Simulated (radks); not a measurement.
Results of a calculation; reference values are marked as such.
Coulomb parameter of the 3d shell of the iron ion Fe2+ in the model configuration [Ar] 3d5 4s1, as a second difference U = [E(n + 0.5) + E(n - 0.5) - 2 E(n)] / (0.5)^2 with all orbitals relaxed. "Bare": the charge of the atom changes with n. "Screened": the 4s shell takes up the change at fixed total charge, which measures U(3d,3d) + U(4s,4s) - 2 U(3d,4s). Level of theory: scalar-relativistic Kohn-Sham, PBE, spin-unpolarised, spherical densities, point nucleus (a radial shooting solver on a logarithmic mesh with Libxc functionals).

case	configuration	E - E(n) (eV)
start	[Ar] 3d5 4s1	0.000
bare +0.5	[Ar] 3d5.5 4s1	-13.804
bare -0.5	[Ar] 3d4.5 4s1	18.162
screened +0.5	[Ar] 3d5.5 4s0.5	-4.211
screened -0.5	[Ar] 3d4.5 4s1.5	5.300

U(bare) = 17.431 eV, U(screened by 4s) = 4.356 eV, against the Slater integral F0(3d,3d) = 24.927 eV with frozen orbitals.
